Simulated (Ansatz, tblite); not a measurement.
Removing an electron: [VO(NH3)4]2+ (VN₄OH₁₂²⁺). Charge 2, multiplicity 2. Geometry: PBE-D4/def2-SVP. Ansatz, gas phase; energy differences of separate SCF runs; the oxidised species is a singlet (the triplet lies 2.83 eV higher at PBE0-D4/def2-TZVP).

```xyz
18

V    -0.251   -0.227    0.037
O    -1.389   -1.257    0.199
N    -0.291    0.137   -2.093
H    -0.512   -0.749   -2.583
H     0.575    0.488   -2.539
H    -1.032    0.785   -2.414
N     1.459   -1.502   -0.305
H     2.395   -1.126   -0.067
H     1.559   -1.858   -1.272
H     1.357   -2.362    0.265
N     0.439   -0.005    2.072
H     1.076   -0.748    2.407
H    -0.375   -0.072    2.710
H     0.913    0.880    2.326
N    -1.300    1.646    0.282
H    -1.454    1.947    1.260
H    -2.259    1.540   -0.098
H    -0.910    2.481   -0.190
```

The xTB rows come from tblite. No other spin state of charge 2 was run.

(1) Estimate orbital energies and vertical ionisation energies at: GFN1-xTB; GFN2-xTB; PBE-D4/def2-TZVP; PBE0-D4/def2-TZVP; ωB97M-V/def2-TZVP.

Results:

(1) 
```tsv
level	−HOMO (eV)	vertical IE (eV)	−LUMO (eV)	HOMO–LUMO gap (eV)
GFN1-xTB	–	23.19	–	–
GFN2-xTB	–	22.27	–	–
PBE-D4/def2-TZVP	13.80	17.42	11.68	2.12
PBE0-D4/def2-TZVP	16.51	18.13	10.30	6.21
ωB97M-V/def2-TZVP	19.18	18.23	8.09	11.09
```

  HOMO and LUMO are the levels of the spin that leaves or enters (xTB has no such levels and no spin-polarisation term). Other spin states of the ions may lie lower, which would lower the ionisation energy or raise the affinity. Raw xTB energy differences between charge states are shifted by several eV; the methods need an empirical correction for them.
